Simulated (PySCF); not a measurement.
CH5AlS2. Atoms are numbered in the order given.

```xyz
9

Al     0.3601    -0.0655    -0.0246
C      2.2565    -0.4582    -0.1608
H      2.4105    -1.5373    -0.3294
H      2.7952    -0.1905     0.7617
H      2.7251     0.0760    -1.0021
S     -0.6294    -0.1848     1.9285
H     -1.8666     0.1232     1.4828
S     -0.7656     0.4680    -1.8290
H     -1.9634     0.5979    -1.2188
```

Coordinates come from a PBE0-D3(BJ)/def2-SVP optimisation. The values are those of a single conformer.

Method: PBE0/def2-TZVP (PySCF).

The molecule is in vacuum.

```json
{
 "total_energy": "-1079.63643 hartree",
 "highest_occupied_level": "-7.52 eV",
 "lowest_empty_level": "-0.56 eV",
 "orbital_gap": "6.96 eV",
 "dipole_moment": "0.04 D",
 "quadrupole, principal values (traceless, Buckingham form, about the centre of nuclear charge)": "-9.83, 0.76, 9.08 D·Å",
 "mean_static_polarisability": "76.6 bohr³ (11.35 Å³)",
 "polarisability_principal_values": "58.9, 81.7, 89.2 bohr³"
}
```
